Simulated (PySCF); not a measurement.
**MSb for M along the halogens**

PBE with triple-zeta basis sets in PySCF, for the lowest determinant that a PBE0 search found; no spin–orbit coupling. De refers to high-spin ground-configuration atoms. A positive dipole means M(−)Sb(+).

```csv
M,basis,state (unpaired electrons),Re (Å),ωe (cm⁻¹),De (eV),μ (D)
F,def2-TZVPP,triplet (π ↑↑),1.948,579,4.51,2.33
Cl,def2-TZVPP,triplet (π ↑↑),2.361,359,3.41,1.98
Br,x2c-TZVPPall,triplet (π ↑↑),2.509,251,3.04,1.71
I,def2-TZVPP,triplet (π ↑↑),2.705,202,2.60,1.24
```

The shortest bond is that of SbF (1.948 Å), the longest that of SbI (2.705 Å). SbF is bound most strongly (4.51 eV) and SbI least (2.60 eV).

The rows differ in basis set, which adds steps of its own.

Down a group the atoms grow and get heavier, so bonds lengthen and wavenumbers fall; this series shows no clear exception.

These are scalar-relativistic numbers at best; spin–orbit coupling would shift them, the dissociation energy most. States were picked by a PBE0 search and need not be the measured ground states.
